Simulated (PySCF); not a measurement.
CF₂, charge -1, doublet, at a GFN2-xTB geometry of the parent state (a state made from the parent by changing its charge; the spin is typed, not shown lowest) (a gas-phase anion, which may not be bound at this level); SVWN5/6-31G in PySCF.

The PySCF input:
```python
from pyscf import gto, scf, dft

mol = gto.M(
    atom='''
F    -1.029338   -0.228707    0.034055
C    -0.016846    0.589312    0.034684
F     1.040569   -0.164168   -0.057178
''',
    basis='6-31g',
    charge=-1,
    spin=1,
    verbose=3,
)

mf = dft.ROKS(mol)
mf.xc = 'lda,vwn'
mf.kernel()
mf.analyze()
```

The log (banner, timings and long lists left out):

```
converged SCF energy = -235.956597713143
**** MO energy ****
                Roothaan           | alpha              | beta
MO #1   energy= -23.8009333242756  | -23.8027327389108  | -23.7991339096406  occ= 2
MO #2   energy= -23.8009193769885  | -23.8027187742761  | -23.7991199797009  occ= 2
MO #3   energy= -9.51968977930036  | -9.5258639713801   | -9.51351558722057  occ= 2
MO #4   energy= -0.876152523057018 | -0.880918410230246 | -0.871386635883795 occ= 2
MO #5   energy= -0.798044469499623 | -0.801749853104141 | -0.794339085895107 occ= 2
MO #6   energy= -0.277853771499208 | -0.284255051311195 | -0.271452491687224 occ= 2
MO #7   energy= -0.186351073511311 | -0.190244388514938 | -0.182457758507678 occ= 2
MO #8   energy= -0.139494833722735 | -0.148871337346023 | -0.130118208951902 occ= 2
MO #9   energy= -0.130816065899502 | -0.133947043686263 | -0.12768508811275  occ= 2
MO #10  energy= -0.06792529171527  | -0.0738768153812911 | -0.0619737680551433 occ= 2
MO #11  energy= -0.0468575459538108 | -0.0489058285796816 | -0.0448092633279348 occ= 2
MO #12  energy= 0.131086747880399  | 0.118887236181175  | 0.143286259579619  occ= 2
MO #13  energy= 0.258972603813511  | 0.232318808929221  | 0.285626213098353  occ= 1
MO #14  energy= 0.47169281773136   | 0.464643654322381  | 0.478741981140344  occ= 0
MO #15  energy= 0.491090398481129  | 0.480961305051397  | 0.501219491910858  occ= 0
MO #16  energy= 0.788700769388383  | 0.780006600763753  | 0.797394938013009  occ= 0
MO #17  energy= 0.791708739960468  | 0.768659153245865  | 0.814758390041149  occ= 0
MO #18  energy= 0.824454109049224  | 0.815896896917814  | 0.833011321180636  occ= 0
MO #19  energy= 0.883476752930564  | 0.871198848474161  | 0.89575465738696   occ= 0
MO #20  energy= 1.32639500243811   | 1.32447111550192   | 1.32831888937431   occ= 0
MO #21  energy= 1.40318362962988   | 1.39804263219269   | 1.40832462706712   occ= 0
 ** Mulliken atomic charges  **
charge of    0F =     -0.28163
charge of    1C =     -0.43674
charge of    2F =     -0.28164

WARN: System has nonzero charge -1; the dipole moment is origin-dependent.
Location of origin: [0. 0. 0.]

Dipole moment(X, Y, Z, Debye):  0.07757, -2.71561, -0.15983
```
